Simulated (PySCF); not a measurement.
**Correlation energy of Yb⁴³⁺ (ytterbium, charge +43)**

[Ar] 3d9, 2D determinant. All numbers are calculated (PySCF 2.14, no relativity, point nucleus, in an uncontracted even-tempered set (17 s from 8.4 bohr⁻², ratio 2.5; 11 p from 11 bohr⁻², ratio 2.5; 8 d from 11 bohr⁻², ratio 2.5; 4 f from 48 bohr⁻², ratio 2.7; 3 g from 72 bohr⁻², ratio 2.7)). Frozen: [Ne]; 17 electrons correlated; the 32 highest virtual orbitals of each spin left out.

MP2 pair energies summed by pair of shells (mhartree):

| pair | energy | share (%) |
| --- | --- | --- |
| 3d-3d | -322.71 | 46.2 |
| 3p-3d | -230.20 | 33.0 |
| 3p-3p | -62.13 | 8.9 |
| 3s-3d | -47.54 | 6.8 |
| 3s-3p | -31.03 | 4.4 |
| 3s-3s | -4.79 | 0.7 |

Total MP2 correlation energy: -698.40 mhartree.

At this charge a non-relativistic calculation is a model, useful for the Z dependence of the correlation energy.
